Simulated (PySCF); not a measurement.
# Hartree-Fock beside MP2: BCFH2O

All numbers below are calculated, not measured. They come from PySCF 2.14.0, an open-source quantum chemistry program, on an isolated molecule that a program drew, which may never have been made. The molecule is BCFH2O (charge 0, singlet), drawn as the SMILES string `OC=BF`.

The geometry was optimised and harmonic frequencies were computed with HF and MP2, all in the cc-pVDZ basis, for the commonest isotopes, with a restricted reference for singlets and an unrestricted one otherwise, and a frozen core in MP2. Each result is a local minimum of its method.

Geometry at the HF minimum:
```xyz
6
BCFH2O, angstrom
O     0.2100    0.8678   -1.1455
C    -1.0612    0.7756   -1.6893
B    -2.2187    0.6999   -0.9236
F    -3.3219    0.6709   -0.2624
H     0.6675    0.0568   -1.3134
H    -1.1458    0.8233   -2.7713
```

Lengths of the bonds as drawn, in Å (atoms numbered as above):
```
 bond     HF    MP2
O1-C2  1.386  1.408
C2-B3  1.390  1.412
B3-F4  1.287  1.305
O1-H5  0.946  0.967
C2-H6  1.086  1.099
```

Rotational constants, in GHz:
```
constant,HF,MP2
A,52.88,49.27
B,3.789,3.715
C,3.569,3.489
```

Harmonic frequencies in cm^-1, each column in rising order, so a row needn't be the same motion in every method:
| rank | HF | MP2 |
|---|---|---|
| 1 | 177 | 135 |
| 2 | 293 | 257 |
| 3 | 418 | 366 |
| 4 | 607 | 569 |
| 5 | 721 | 620 |
| 6 | 891 | 838 |
| 7 | 1225 | 1128 |
| 8 | 1346 | ? |
| 9 | 1433 | 1339 |
| 10 | 1907 | 1798 |
| 11 | 3297 | 3178 |
| 12 | 4122 | 3825 |

**Estimate the missing MP2 frequency from the HF column.**

A single factor s that minimises the squared misfit of MP2 against s times HF over the other rows is sum(HF x MP2) / sum(HF^2) = 0.9389, with an rms misfit of 37 cm^-1. For rank 8 it gives 0.9389 x 1346 = 1264 cm^-1. The calculation gives 1246 cm^-1, 18 cm^-1 below the estimate. The drawn bonds are on average 1.6 % longer in MP2 than in HF.
